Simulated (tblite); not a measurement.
Compound: C3H12B2NP.
Atom-mapped SMILES: `[CH3:1][CH2:2][BH:3][PH:4][BH:5][NH:6][CH3:7]` (hydrogens: H8, H9, H10 on C1; H11, H12 on C2; H13 on B3; H14 on P4; H15 on B5; H16 on N6; H17, H18, H19 on C7)

Computed with GFN2-xTB (tblite), gas phase: L-BFGS steps from a force-field or distance-geometry start until the largest atomic force falls under 0.01 eV/Å.

Step 28: E = -556.4414 eV
```
atom  x, y, z in Å  |  force x, y, z in eV/Å
C1     -3.4196   -0.2417   -0.6392   -0.198  -0.122  -0.195
C2     -2.3283    0.5084    0.0940   -0.054   0.042   0.192
B3     -0.9633    0.6796   -0.6613    0.208   0.080   0.193
P4      0.3748    1.5677    0.2639   -0.065   0.105   0.217
B5      1.6231    0.2885    0.8379   -0.085  -0.082  -0.421
N6      2.2556   -0.4546   -0.1436    0.255  -0.256  -0.613
C7      3.6058   -0.9773    0.0393   -0.006  -0.059   0.038
H8     -4.2692   -0.4384    0.0082   -0.074  -0.066   0.023
H9     -3.7648    0.3223   -1.4934   -0.141   0.241  -0.177
H10    -3.0400   -1.1766   -1.0284    0.029  -0.303   0.064
H11    -2.1206   -0.0034    1.0334    0.096  -0.316   0.170
H12    -2.7262    1.4570    0.4456   -0.058   0.387  -0.116
H13    -0.7943    0.2722   -1.7482    0.084  -0.016   0.052
H14    -0.2361    1.8295    1.4782   -0.145   0.020  -0.030
H15     1.9887    0.1562    1.9378   -0.025   0.258   0.111
H16     1.9083   -0.4638   -1.1130    0.479   0.086   0.707
H17     3.6743   -1.5640    0.9591   -0.179   0.018  -0.018
H18     3.9265   -1.6252   -0.7845   -0.133   0.306   0.082
H19     4.2951   -0.1271    0.1657    0.012  -0.326  -0.280
```

Step 29: E = -556.4935 eV
```
atom  x, y, z in Å  |  force x, y, z in eV/Å
C1     -3.4377   -0.2496   -0.6463   -0.019   0.007  -0.124
C2     -2.3453    0.5040    0.0905    0.028   0.067   0.240
B3     -0.9641    0.6611   -0.6492    0.080   0.102   0.097
P4      0.3620    1.5732    0.2755   -0.007  -0.059   0.073
B5      1.6442    0.3113    0.8425   -0.012   0.010  -0.297
N6      2.3094   -0.3966   -0.1416   -0.035  -0.227  -0.616
C7      3.6297   -0.9910    0.0355   -0.251  -0.072   0.033
H8     -4.2917   -0.4440   -0.0015   -0.022  -0.050  -0.032
H9     -3.7670    0.3300   -1.4988   -0.161   0.097  -0.160
H10    -3.0438   -1.1860   -1.0248   -0.074  -0.195   0.038
H11    -2.1411   -0.0006    1.0338    0.071  -0.360   0.201
H12    -2.7313    1.4604    0.4422   -0.075   0.307  -0.187
H13    -0.8043    0.2477   -1.7407    0.129   0.017   0.167
H14    -0.2609    1.8257    1.4811   -0.139   0.008   0.052
H15     1.9986    0.1824    1.9501   -0.047   0.236   0.036
H16     1.9361   -0.4092   -1.1002    0.558   0.085   0.617
H17     3.6376   -1.5805    0.9606    0.035   0.102  -0.165
H18     3.8954   -1.6498   -0.8002   -0.063   0.263   0.186
H19     4.3642   -0.1792    0.1431    0.005  -0.338  -0.160
```

Q: Estimate the geometry and energy of step 30. (The exact step hangs on the optimiser's Hessian estimate; all steps are aligned on step 29, rigid shifts and turns removed.)

A: E = -556.5326 eV, largest force 0.558 eV/Å
```
atom  x, y, z in Å  |  force x, y, z in eV/Å
C1     -3.4510   -0.2549   -0.6554    0.113   0.108  -0.009
C2     -2.3577    0.5019    0.0918    0.054   0.041   0.205
B3     -0.9628    0.6490   -0.6375   -0.065   0.078   0.025
P4      0.3532    1.5754    0.2862    0.041  -0.148  -0.021
B5      1.6637    0.3291    0.8425    0.040   0.075  -0.079
N6      2.3469   -0.3607   -0.1408   -0.143  -0.128  -0.316
C7      3.6419   -1.0057    0.0336   -0.330   0.044  -0.031
H8     -4.3067   -0.4472   -0.0080    0.029  -0.028  -0.105
H9     -3.7731    0.3371   -1.5065   -0.124  -0.054  -0.080
H10    -3.0507   -1.1976   -1.0227   -0.147  -0.038   0.022
H11    -2.1555   -0.0063    1.0368    0.000  -0.277   0.139
H12    -2.7388    1.4687    0.4328   -0.047   0.140  -0.196
H13    -0.8128    0.2260   -1.7305    0.172   0.047   0.238
H14    -0.2840    1.8211    1.4834   -0.103  -0.004   0.106
H15     2.0156    0.2096    1.9581   -0.093   0.209  -0.085
H16     1.9647   -0.3515   -1.0858    0.503   0.015   0.242
H17     3.6119   -1.5936    0.9578    0.157   0.104  -0.160
H18     3.8739   -1.6662   -0.8071   -0.036   0.148   0.154
H19     4.4114   -0.2250    0.1229   -0.022  -0.331  -0.048
```

The energy changes by -0.0391 eV. The first-order estimate −F·Δx gives -0.0548 eV and the mean of the old and new forces, exact on a quadratic surface, -0.0392 eV. The step makes an angle of 74° with the force vector and moves no atom by more than 0.069 Å.

What follows is the cost of the whole relaxation. Time: 1.4 s of wall time. Hardware: Arm Neoverse N1, one thread, no GPU, on a shared host.
